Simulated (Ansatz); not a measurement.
`CC(F)[SiH3]` + CH₃NH₂ → `CN[SiH3]` + `CCF` at 600 K and 1 bar (ligand exchange at the Si–C bond).

Program: Ansatz. Geometries: PBE0-D4/def2-TZVP. ΔE: electronic, gas phase. CCSD(T)/CBS adds triple-zeta CCSD(T) − MP2 to the extrapolated MP2 energy (def2 sets, frozen cores).

| species | CCSD(T)/CBS energy (Eh) | H − E (kJ/mol) | S (J/(mol·K)) |
| --- | --- | --- | --- |
| `CC(F)[SiH3]` | -469.17172 | 272.7 | 404.3 |
| CH₃NH₂ | -95.75281 | 199.3 | 283.8 |
| `CN[SiH3]` | -386.04948 | 257.3 | 374.7 |
| `CCF` | -178.90141 | 214.6 | 316.1 |

H − E and S are ideal-gas, rigid-rotor, harmonic terms from PBE0-D4/def2-TZVP, for one conformer and one mirror image of each species. 1 Eh = 2625.50 kJ/mol, R = 8.31446 J/(mol·K).

By hand: ΔE, ΔH, ΔS and ΔG.

ΔE = (-386.04948) + (-178.90141) − (-469.17172) − (-95.75281) = -0.02636 Eh = -69.2 kJ/mol. Δ(H − E) = 257.3 + 214.6 − 272.7 − 199.3 = -0.1, so ΔH = -69.3 kJ/mol. ΔS = 374.7 + 316.1 − 404.3 − 283.8 = 2.7 J/(mol·K). ΔG = -69.3 − 600 × (2.7)/1000 = -70.9 kJ/mol.

By hand: the equilibrium constant, and the temperature at which ΔG would vanish if ΔH and ΔS stayed fixed.

log₁₀ K = −ΔG/(RT ln 10) = 6.2. ΔH and −TΔS have one sign here, so there is no such temperature. One of them is within its doubt of zero, so this could turn.

The number of gas molecules stays the same, so ΔS is small and ΔH decides. A doubt of 5 kJ/mol in ΔE shifts log₁₀ K by 0.4 here. Other conformers and mirror images would add mixing entropy, several J/(mol·K) or more a flexible species. These are equilibria of isolated gas molecules and say nothing of rates. Largest T1 diagnostic: 0.011 (customary marks: 0.02 for closed shells, 0.045 for open ones).
